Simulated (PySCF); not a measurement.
Diatomic cations of Ga with group 14

MP2 with double-zeta basis sets in PySCF, for the lowest determinant that a PBE0 search found; no spin–orbit coupling. De refers to high-spin ground-configuration atoms (the charge goes to the atom of lower measured ionisation energy or higher electron affinity, which is not always the lowest computed limit).

| M | basis | reference, frozen orbitals | charged atom | state (unpaired electrons) | Re (Å) | ωe (cm⁻¹) | De (eV) |
| --- | --- | --- | --- | --- | --- | --- | --- |
| C | cc-pVDZ-PP/cc-pVDZ | UHF, 5 | Ga+ | triplet (σ ↑, π ↑) | 2.841 | 143 | 0.27 |
| Ge | pcseg-1 | UHF, 18 | Ga+ | triplet (σ ↑, π ↑) | 2.994 | 105 | 0.75 |
| Sn | cc-pVDZ-PP | UHF, 8 | Ga+ | triplet (σ ↑, π ↑) | 3.126 | 100 | 0.88 |
| Pb | cc-pVDZ-PP | UHF, 8 | Ga+ | triplet (σ ↑, π ↑) | 3.162 | 92.4 | n/a |

The shortest bond is that of GaC⁺ (2.841 Å), the longest that of GaPb⁺ (3.162 Å).

The rows differ in basis set, which adds steps of its own.

Down a group the atoms grow and get heavier, so bonds lengthen and wavenumbers fall; this series shows no clear exception.

Correlated steps freeze the inner cores (5 to 18 orbitals); shallow outer-core shells are correlated. Weak bonds: GaC⁺. Basis-set superposition, not corrected here, can be much of De in a small basis, most of all at correlated wavefunction levels. Spin–orbit coupling is left out, which matters for elements this heavy, above all for dissociation energies. For an ion De counts to the pair picked by the measured ionisation energies or electron affinities, which need not be the lowest pair at this level. States were picked by a PBE0 search and need not be the measured ground states.
